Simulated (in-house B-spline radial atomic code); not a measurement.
# RPA and G0W0 on LDA VWN5: Xe6+

Configuration [Kr] 4d10 5s2, mean-field start LDA VWN5. Computed with an all-electron radial atomic-structure program (B-spline basis): all electrons, scalar-relativistic (spin-free one-electron X2C), finite nucleus, each spin shell either full or empty, empty states to l = 9 with an (l + 1/2)⁻⁴ tail; G0W0 by contour deformation at full frequency.

Command:
```bash
python run_gw.py task.json out
```
Settings (radii: box in bohr, nucleus in fm):
```
Z                        54
electrons                48
configuration            [Kr] 4d10 5s2
hamiltonian              x2c
method                   lda,vwn
lmax                     9
rms_radius               4.7859
spin_polarised           False
box_radius               9.29
intervals                66
ion_configuration        [Kr] 4d10 5s1
```

Run time, properties included: 8.8 s on 1 thread of Intel(R) Xeon(R) Platinum 8488C, on a shared host.

Energies (hartree):

| term | value |
| --- | --- |
| mean-field total | -7431.49583 |
| Hartree-Fock functional on these orbitals | -7435.36468 |
| direct second order | -4.4763 |
| second-order exchange | 1.2222 |
| SOSEX correction | 1.1371 |

Task: What is the RPA correlation energy, and what remains with SOSEX?

Result: RPA gives -3.9347 hartree (-2.23 eV per electron); RPA + SOSEX gives -2.7976, and the second-order doubles -3.2541 hartree (no singles). RPA lacks exchange-type terms and so overcorrelates at short range.

Quasi-particle levels (eV):

| level | occupied | mean field | Σx - vxc | Σc | QP weight | G0W0 |
| --- | --- | --- | --- | --- | --- | --- |
| 5s | yes | -86.72 | -3.16 | ? | ? | ? |
| 5p | no | -71.45 | 7.56 | -1.94 | 0.961 | -65.83 |

G0W0 = mean field + (Σx - vxc) + Σc, with Σc (partial-wave tail included) taken at the quasi-particle energy. Only the outer levels were computed. Levels of low weight are left out.

Task: Where does G0W0 put 5s?

Result: At -92.70 eV, with Σc = -2.82 eV and a quasi-particle weight of 0.964. The tabulated removal energy is 91.6 ± 0.5 eV (NIST, semi-empirical); the calculation leaves out spin-orbit coupling, Breit and QED terms, and what these don't explain is the method's own error.

Task: What does it cost to remove one electron (to [Kr] 4d10 5s1) by differences of total energies, each species on its own start (correlation terms add to the Hartree-Fock functional)?

Result: LDA VWN5 93.09 eV, Hartree-Fock functional 89.61 eV, + RPA 92.58 eV, + RPA + SOSEX 91.93 eV, + second order 93.56 eV. Tabulated: 91.6 ± 0.5 eV (NIST, semi-empirical); the calculation leaves out spin-orbit coupling, Breit and QED terms, and what these don't explain is the method's own error.
